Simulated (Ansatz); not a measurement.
Cost and result for the atomization energy of `[F][GeH]1[CH2]O[CH2]1` (10 atoms, 10 bonds).

Cartesian coordinates in Å:
```
F 0.0490 -0.2158 2.4436
Ge 0.6615 -0.2504 0.8113
C -0.5725 -0.9925 -0.5347
O -0.5550 0.2562 -1.2380
C 0.0386 1.2137 -0.3521
H 2.1340 -0.6700 0.9551
H -0.2417 -1.8050 -1.1844
H -1.5664 -1.2240 -0.1362
H 0.7655 1.8310 -0.8834
H -0.7130 1.8568 0.1188
```

Charge 0, multiplicity 1. Correlated methods include outer-core shells of Ge, which these sets cover unevenly. Scalar relativity is left out up to krypton. Geometry: relaxed with PBE0-D4/def2-TZVP. Program: Ansatz. All runs use 4 threads of an Intel Xeon 6975P-C on a shared host. Times are those of one run each, without the atoms' runs, and a repeat can differ threefold. Electronic energies, without spin–orbit coupling; frozen cores. CCSD(T)/CBS adds CCSD(T) − MP2 in def2-TZVPP to the MP2 limit, and its time is that of the two runs behind it. T1 = 0.012. With those shells the extrapolation isn't a true limit.

CCSD(T)/CBS is a level of theory with its own doubt, some kJ/mol a heavy atom from the limit and from the frozen cores, so smaller differences don't rank the functionals.

| level | functions | wall time | atomization (kJ/mol) | difference from CCSD(T)/CBS | per bond |
| --- | --- | --- | --- | --- | --- |
| LDA (SPW92)/def2-TZVPP | 242 | 0.75 s | 4270.4 | 607.6 | 60.8 |
| revPBE-D4/def2-TZVPP | 242 | 1.1 s | 3637.4 | -25.4 | -2.5 |
| BLYP-D4/def2-TZVPP | 242 | 1.1 s | 3642.7 | -20.1 | -2.0 |
| PBE-D4/def2-TZVPP (with forces) | 242 | 1.4 s | 3747.5 | 84.7 | 8.5 |
| PBE0-D4/def2-TZVPP | 242 | 1.6 s | 3655.6 | -7.2 | -0.7 |
| CAM-B3LYP-D4/def2-TZVPP | 242 | 2 s | 3662.1 | -0.7 | -0.1 |
| B2PLYP/def2-TZVPP | 242 | 3 s | 3608.9 | -53.9 | -5.4 |
| ωB97X-V/def2-TZVPP | 242 | 3.8 s | 3672.1 | 9.3 | 0.9 |
| CCSD(T)/def2-SVP | 113 | 4.6 s | 3437.6 | -225.2 | -22.5 |
| ωB97M-V/def2-TZVPP (with forces) | 242 | 5.5 s | 3652.3 | -10.5 | -1.1 |
| MP2/def2-QZVPP | 467 | 14 s | 3707.2 | 44.4 | 4.4 |
| CCSD(T)/def2-TZVPP | 242 | 54 s | 3571.5 | -91.3 | -9.1 |
| CCSD(T)/CBS(def2) | – | 67 s | 3662.8 | 0.0 | 0.0 |

From r2SCAN to r2SCAN0 (25 % exact exchange), in def2-TZVPP and without D4, the atomization energy moves by −80.8 kJ/mol: exact exchange takes away binding that semilocal exchange gives to molecules. In def2-TZVPP, CCSD(T) changes the Hartree–Fock value by +1022.8 kJ/mol (the triples alone add +65.7 kJ/mol) and MP2 by +1104.5 kJ/mol; breaking electron pairs costs correlation energy, which Hartree–Fock lacks. The D4 term adds +30.2 kJ/mol with B3LYP and +15.7 kJ/mol with PBE0; it sums over pairs of atoms, weighted by their polarisabilities, and B3LYP, whose exchange is more repulsive, gets the larger term.

B3LYP here is the variant with VWN-RPA as its local correlation; programs differ in this.

For some Ge, Se and Sn compounds the MP2-based and the directly extrapolated limit differ by 10 to 25 kJ/mol.
